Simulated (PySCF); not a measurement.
Isomers of C9H12, mass 120.094 u with the commonest isotopes. Computed with PBE0/pcSseg-1 in PySCF (dipole) on a GFN2-xTB geometry, gas phase. One conformer each, none proved a minimum here; rigid rotors.

**Question.** Order these by dipole moment, largest first.
A. `[CH3:1][CH:2]([CH3:3])[c:4]1[cH:5][cH:6][cH:7][cH:8][cH:9]1` with C1–C2–C4–C5 -62°
B. `[CH2:1]=[CH:2][CH2:3][C:4]1=[CH:5][CH2:6][CH:7]=[CH:8][CH2:9]1` with C1–C2–C3–C4 121°, C2–C3–C4–C5 108°
C. `[CH3:1][C:2]1=[CH:3][CH:4]=[CH:5][CH:6]=[C:7]([CH3:8])[CH2:9]1` with C2–C3–C4–C5 34°, C4–C5–C6–C7 -34°, C6–C7–C9–C2 73°, C1–C2–C9–C7 108°

**Answer.** C (1.09 D), A (0.38 D), B (0.14 D).

**Question.** Order these by rotational constant A, smallest first.
A. `[CH3:1][C:2]1=[CH:3][CH:4]=[CH:5][CH:6]=[C:7]([CH3:8])[CH2:9]1` with C2–C3–C4–C5 34°, C4–C5–C6–C7 -34°, C6–C7–C9–C2 73°, C1–C2–C9–C7 108°
B. `[CH2:1]=[CH:2][CH2:3][C:4]1=[CH:5][CH2:6][CH:7]=[CH:8][CH2:9]1` with C1–C2–C3–C4 121°, C2–C3–C4–C5 108°
C. `[CH3:1][CH:2]([CH3:3])[c:4]1[cH:5][cH:6][cH:7][cH:8][cH:9]1` with C1–C2–C4–C5 -62°

**Answer.** A (1980 MHz), C (3390 MHz), B (3701 MHz).

**Question.** Order these by radius of gyration √(Σ m r²/M), largest first.
A. `[CH3:1][C:2]1=[CH:3][CH:4]=[CH:5][CH:6]=[C:7]([CH3:8])[CH2:9]1` with C2–C3–C4–C5 34°, C4–C5–C6–C7 -34°, C6–C7–C9–C2 73°, C1–C2–C9–C7 108°
B. `[CH3:1][CH:2]([CH3:3])[c:4]1[cH:5][cH:6][cH:7][cH:8][cH:9]1` with C1–C2–C4–C5 -62°
C. `[CH2:1]=[CH:2][CH2:3][C:4]1=[CH:5][CH2:6][CH:7]=[CH:8][CH2:9]1` with C1–C2–C3–C4 121°, C2–C3–C4–C5 108°

**Answer.** C (2.287 Å), B (2.148 Å), A (2.029 Å).

```csv
SMILES,point group,Ia (u·Å²),Ib (u·Å²),Ic (u·Å²),κ,μa (D),μb (D),μc (D)
C=CCC1=CCC=CC1,C1,136.57,516.93,603.28,-0.90,0.08,0.11,0.02
CC1=CC=CC=C(C)C1,Cs,255.27,265.46,467.85,0.83,0.03,1.08,0.16
CC(C)c1ccccc1,Cs,149.08,459.17,500.21,-0.92,0.38,0.06,0.00
```
